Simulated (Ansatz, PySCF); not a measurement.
Process, species as SMILES: C[SiH2]B(O)O + 4 [H][H] (H2) -> B (BH3) + C (CH4) + 2 O (H2O) + [SiH4] (SiH4)
Each molecule is optimised on its own at B3LYP-D3(BJ)/def2-TZVP (Ansatz, a quantum-chemistry and plane-wave program), one conformer each, not searched for the lowest. Frequencies are from Ansatz or PySCF.

Wanted: energy of full hydrogenation (0 K, with B3LYP-D3(BJ) harmonic zero-point energies), in kcal/mol. Valence correlation only, unless marked. Spin-orbit coupling is left out. Non-relativistic. CBS marks a two-point X^-3 extrapolation of the correlation energy; Hartree-Fock from the larger set.

```json
[
 {"level": "B3LYP-D4/def2-TZVPD", "program": "Ansatz + dftd4", "energy of full hydrogenation (kcal/mol)": "51.8"},
 {"level": "LC-wPBE/def2-TZVPD", "program": "Ansatz", "energy of full hydrogenation (kcal/mol)": "49.4"},
 {"level": "SCS-MP2/6-31G*", "program": "Ansatz", "energy of full hydrogenation (kcal/mol)": "62.2"},
 {"level": "SCS-MP2/cc-pV(T+d)Z", "program": "Ansatz", "energy of full hydrogenation (kcal/mol)": "52.0"},
 {"level": "CCSD(T)/CBS(cc-pV(T+d)Z,cc-pV(Q+d)Z)", "program": "Ansatz", "energy of full hydrogenation (kcal/mol)": "?"}
]
```

**Question.** Fill in the missing entries.

**Answer.** 
- CCSD(T)/CBS(cc-pV(T+d)Z,cc-pV(Q+d)Z), energy of full hydrogenation (kcal/mol): 52.5
